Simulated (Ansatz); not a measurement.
CH7AlOSi, SMILES `[AlH2][O]C[SiH3]`. Charge 0, multiplicity 1. The geometry is a stationary point of PBE0-D4/def2-TZVP. It is one conformer, not always the lowest.

```xyz
11

Al   -0.629   -2.251   -0.144
O    -0.741   -0.598   -0.477
C    -0.597    0.562    0.307
Si    0.972    1.488   -0.202
H    -0.359   -2.702    1.351
H    -0.811   -3.219   -1.375
H    -1.470    1.210    0.164
H    -0.555    0.333    1.383
H     1.148    2.707    0.634
H     2.144    0.590   -0.007
H     0.899    1.879   -1.633
```

(1) What is the dipole moment at r2SCAN/def2-TZVPP? (Best estimate.)

(2) And with PBE, B3LYP, ωB97M-V? (Estimate.)

(3) Give the Mulliken charges with r2SCAN, B3LYP, PBE in def2-TZVPP. (An estimate is asked.)

Results:

(1) Computed: 0.93 D, with components (-0.42, 0.10, 0.83) D in this frame, pointing from negative to positive charge.

(2) Ansatz gave: PBE 0.92 D, B3LYP 0.94 D, ωB97M-V 0.94 D.

(3) Ansatz gave: 
| atom | r2SCAN | B3LYP | PBE |
| --- | --- | --- | --- |
| Al1 | 0.55 | 0.50 | 0.41 |
| O2 | -0.39 | -0.38 | -0.30 |
| C3 | -0.03 | -0.08 | -0.08 |
| Si4 | 0.30 | 0.28 | 0.21 |
| H5 | -0.17 | -0.15 | -0.13 |
| H6 | -0.15 | -0.13 | -0.11 |
| H7 | 0.06 | 0.09 | 0.09 |
| H8 | 0.06 | 0.08 | 0.09 |
| H9 | -0.08 | -0.07 | -0.06 |
| H10 | -0.08 | -0.08 | -0.06 |
| H11 | -0.07 | -0.06 | -0.05 |

B3LYP here is the variant with VWN-RPA as its local correlation; programs differ in this.
